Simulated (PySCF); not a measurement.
OW (SMILES [O]=[W]), triplet, geometry from GFN2-xTB (such geometries of metal compounds can be far from the true shape) (core potentials on W). Base run: BLYP/def2-SV(P) (PySCF).

PySCF was given this input:
```python
from pyscf import gto, scf, dft

mol = gto.M(
    atom='''
W    -0.000000   -0.000000   -0.165864
O     0.000000    0.000000    1.534240
''',
    basis='def2-sv(p)',
    ecp={'W': 'def2-sv(p)'},
    charge=0,
    spin=2,
    verbose=3,
)

mf = dft.UKS(mol)
mf.xc = 'blyp'
mf.kernel()
```

Each row names what was changed in the base input (with any setting that the change needs).

```
change                                     ΔE vs base (µEh)  grid points  electrons on the grid                outcome
-----------------------------------------  ----------------  -----------  ---------------------  ---------------------
base                                                    0.0        38392               22.00000              converged
grids.level = 2                                        -1.0        26800               22.00001              converged
grids.prune = dft.gen_grid.treutler_prune               2.3        35440               22.00000              converged
grids.prune = dft.gen_grid.sg1_prune                      -            -                      -  stopped with an error
grids.level = 4                                         0.2        63296               22.00000              converged
grids.level = 7                                         0.0       186064               22.00000              converged
grids.level = 1                                        20.7        14120               21.99995              converged
grids.radi_method = gauss_chebyshev                    -0.1        36176               22.00000              converged
grids.radi_method = delley                              0.3        36824               22.00000              converged
grids.prune = off                                       0.0        66056               22.00000              converged
grids.atom_grid = (50, 194)                            -6.2        12840               21.99996              converged
```

Open shells are given as the SCF converged; they aren't shown to be the lowest states, and a large step between rows can be another state.

- grids.prune = dft.gen_grid.sg1_prune: ended with `IndexError: index 74 is out of bounds for axis 0 with size 19`
